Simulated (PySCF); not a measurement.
**Radial density of In⁻ (indium, charge -1)**

M06-2X, [Kr] 4d10 5s2 5p2, high-spin 3P determinant. Calculation: PySCF 2.14, in aug-cc-pVQZ-PP with ECP28MDF (7s7p5d3f2g, 92 functions); scalar relativity through the core potential. This is the valence pseudo-density: the core potential removes the inner electrons and smooths the orbitals near the nucleus.

```
r (bohr)  4πr²ρ (e/bohr)  4πr²(ρα − ρβ)
 0.00806       1.039e-05         0.0000
  0.0136       2.338e-05         0.0000
  0.0228       4.796e-05         0.0000
  0.0384       9.117e-05         0.0000
  0.0645       0.0002581         0.0000
   0.109        0.001906         0.0000
   0.183         0.02589         0.0000
   0.307          0.5120         0.0002
   0.516           8.263         0.0147
   0.869           21.46         0.0034
    1.46           7.480         0.0454
    2.46           1.783         0.4193
    4.13          0.6599         0.3991
    6.95          0.1453         0.1280
    11.7         0.01641         0.0164
    19.7       0.0005735         0.0006
```

Energies and moments cover only the electrons outside the core potential. At M06-2X the highest occupied level has a positive energy, so only the finite basis holds that electron; in a semilocal or global hybrid functional this comes from self-interaction and does not mean that the real anion is unbound.
